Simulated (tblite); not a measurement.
Question: Write Cartesian coordinates for `[SiH3]OC(=O)/C=C/[SiH3]` as optimised with GFN2-xTB.

Answer: 
```
atom  x, y, z in Å
O1     1.1539   -1.4487    0.1752
C2     0.8746   -0.2772    0.0855
C3    -0.4902    0.2569   -0.0572
C4    -1.5570   -0.5396   -0.0986
Si5   -3.3376    0.0433   -0.2783
O6     1.8066    0.6713    0.1095
Si7    3.4169    0.2941    0.2631
H8    -0.5637    1.3323   -0.1247
H9    -1.3632   -1.6038   -0.0215
H10   -3.3608    1.5034   -0.3652
H11   -4.0881   -0.4126    0.8932
H12   -3.8929   -0.5520   -1.4951
H13    3.9385    1.6533    0.2301
H14    3.6301   -0.3888    1.5331
H15    3.8284   -0.5237   -0.8712
```

Any rigid rotation of these coordinates is as good. Atoms count from 1 in this order. The 7 heavy atoms lie in one plane (0.000 Å rms). Si7 (oxygen-bound silicon) is distorted tetrahedral (angles from 97.7° to 113.9°). Of the pairs four or more bonds apart, O1···H9 is among the closest relative to their van der Waals radii: 2.53 Å, 93 % of the sum of Bondi's values. Si5 (SiH3 silicon) is tetrahedral (angles from 108.2° to 110.5°).

Bonds between heavy atoms (Å): O1=C2 1.208, C2–C3 1.473, C3=C4 1.332, C4–Si5 1.882, C2–O6 1.330, O6–Si7 1.661.

The geometry is computed with GFN2-xTB (gas phase).

Point group: Cs (tolerance 0.08 Å). Its GFN2-xTB frequencies are all real (lowest 46 cm⁻¹). The numbers are those of one conformer (O1–C2–C3–C4 0°, O1–C2–O6–Si7 0°). 2 starts were optimised and ended at 0.00 and 0.02 kcal/mol (GFN2-xTB); the lowest of these is shown.

On one thread, Arm Neoverse N1 (aarch64), no GPU, shared host, this took 0.51 s wall. That covers the optimisation of the geometry.
